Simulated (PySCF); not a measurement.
Vertical excitations of a molecule C2H7BO from TDA-CAM-B3LYP/def2-SVPD (PySCF 2.14.0), as energy in eV (oscillator strength): 6.76 (0.003), 8.18 (0.003), 8.50 (0.001), 8.57 (0.233), 8.60 (0.012), 8.89 (0.087), 9.33 (0.245), 9.38 (0.002), 9.39 (0.025), 9.65 (0.030). Lowest triplet (TDA): 6.22 eV. Coordinates come from a PBE0-D3(BJ)/def2-SVP optimisation. Other conformers were not sampled.

Task: Which molecule gave these data?
A) CBOC
B) CCBO
C) BOCC
D) CB(C)O

Result: A, CBOC
